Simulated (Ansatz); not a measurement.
HO (SMILES [OH]), doublet, at a GFN2-xTB geometry. Base run: HF/def2-TZVP (Ansatz, a program for electronic structure).

The Ansatz input:
Ansatz 0.2 input:
```yaml
crystal:
  periodic: [false, false, false]
  atoms:
    - {symbol: O, position_ang: [-0.00000000, -0.00000000, -0.10703611]}
    - {symbol: H, position_ang: [0.00000000, 0.00000000, 0.85628892]}
basis:
  gaussian:
    orbitals: def2-TZVP
hamiltonian:
  xc: hf
magnetization: {spin_polarized: true, initial_magnetization: 1}
```

Each row names what was changed in the base input (with any setting that the change needs).

| change | ΔE vs base (eV) |
|---|---|
| base | 0.00 |
| occupation = up:A1:3 B1:2 down:A1:3 B1:1 | 20.77 |
| occupation = up:A1:2 B1:1 B2:1 A2:1 down:A1:3 B1:1 | 48.88 |
| occupation = up:A1:3 B2:1 A2:1 down:A1:3 B1:1 | 45.60 |
| occupation = up:A1:2 B1:1 B2:2 down:A1:3 B1:1 | 21.36 |
| symmetry_tolerance_ang = 0.01 | 0.00 |
| occupation = up:A1:3 B1:1 B2:1 down:A1:3 B1:1 | 0.00 |
